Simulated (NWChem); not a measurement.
System meant: MgH₅O₃Cl; SMILES [Mg](<-[OH2])([OH])(<-[OH2])[Cl]

Input file for NWChem:

```
start job
memory heap 200 mb stack 900 mb global 1100 mb
geometry units angstroms noautosym nocenter noautoz
  Mg     0.083895    -0.079777     0.292580
  Cl     0.460423     2.109286     0.780782
  O      0.562825    -1.849395     0.632059
  H      0.611753    -2.508602     1.321462
  O      0.585578    -0.866655    -1.587523
  H      0.765972    -1.652705    -0.978061
  H      1.399571    -0.661354    -2.058354
  O     -1.924676     0.391908     0.024939
  H     -2.467259     0.179012    -0.742741
  H     -1.874427     1.361041     0.099644
end
basis spherical
  * library def2-svp
end
dft
  xc xtpss03 ctpss03
  iterations 150
end
property
  shielding
end
task dft property
```

End of the output:

```
 Vector   32  Occ=0.000000D+00  E= 3.746519D-02
              MO Center=  2.8D-01, -3.2D-01,  4.2D-01, r^2= 7.6D+00
   Bfn.  Coefficient  Atom+Function         Bfn.  Coefficient  Atom+Function
  ----- ------------  ---------------      ----- ------------  ---------------
    13      0.730361   1 Mg pz               76     -0.548198   7 H  s
    58      0.388105   5 O  s                 4      0.247196   1 Mg s
    95     -0.227563   9 H  s                52      0.214476   4 H  s
    39     -0.210361   3 O  s                31     -0.188284   2 Cl pz
    42     -0.149075   3 O  pz               45     -0.148763   3 O  pz

 center of mass
 --------------
 x =   0.06952265 y =   0.52928100 z =   0.28791016

 moments of inertia (a.u.)
 ------------------
        1080.612925517160          39.126661620164          -4.999917579170
          39.126661620164         588.846499468277        -197.766714632443
          -4.999917579170        -197.766714632443        1133.497087264670

     Multipole analysis of the density
     ---------------------------------

     L   x y z        total         alpha         beta         nuclear
     -   - - -        -----         -----         ----         -------
     0   0 0 0     -0.000000    -29.000000    -29.000000     58.000000

     1   1 0 0     -0.913861     -1.457878     -1.457878      2.001894
     1   0 1 0     -0.803294    -12.708293    -12.708293     24.613292
     1   0 0 1     -1.066749     -7.130412     -7.130412     13.194074

     2   2 0 0    -23.767947   -103.162675   -103.162675    182.557403
     2   1 1 0     -4.353812     13.376793     13.376793    -31.107398
     2   1 0 1     -0.860110     -0.885426     -0.885426      0.910742
     2   0 2 0    -35.241026   -234.842643   -234.842643    434.444259
     2   0 1 1     -2.992799    -53.483808    -53.483808    103.974817
     2   0 0 2    -28.296687    -89.595761    -89.595761    150.894836

          -----------------------------------------
          Chemical Shielding Tensors (GIAO, in ppm)
          -----------------------------------------

 ------------------------------------------------------------------------
  xtpss03: d2 not coded                    0
 ------------------------------------------------------------------------
 ------------------------------------------------------------------------
  current input line :
    25: task dft property
 ------------------------------------------------------------------------
 ------------------------------------------------------------------------
 This error has not yet been assigned to a category
 ------------------------------------------------------------------------
 For more information see the NWChem manual at https://nwchemgit.github.io

0: xtpss03: d2 not coded:Received an Error in Communication
```

**Question.** Can this run be used? If not, why, and what is the fix?

**Answer.** The run crashed. Cause: this functional's second derivatives, which shieldings need, aren't coded here; the fix takes a hybrid GGA instead. This input runs:
```
start job
memory heap 200 mb stack 900 mb global 1100 mb
geometry units angstroms noautosym nocenter noautoz
  Mg     0.083895    -0.079777     0.292580
  Cl     0.460423     2.109286     0.780782
  O      0.562825    -1.849395     0.632059
  H      0.611753    -2.508602     1.321462
  O      0.585578    -0.866655    -1.587523
  H      0.765972    -1.652705    -0.978061
  H      1.399571    -0.661354    -2.058354
  O     -1.924676     0.391908     0.024939
  H     -2.467259     0.179012    -0.742741
  H     -1.874427     1.361041     0.099644
end
basis spherical
  * library def2-svp
end
dft
  xc pbe0
  iterations 150
end
property
  shielding
end
task dft property
```
It converges to -888.25599 Ha (PBE0/def2-SVP, GIAO).
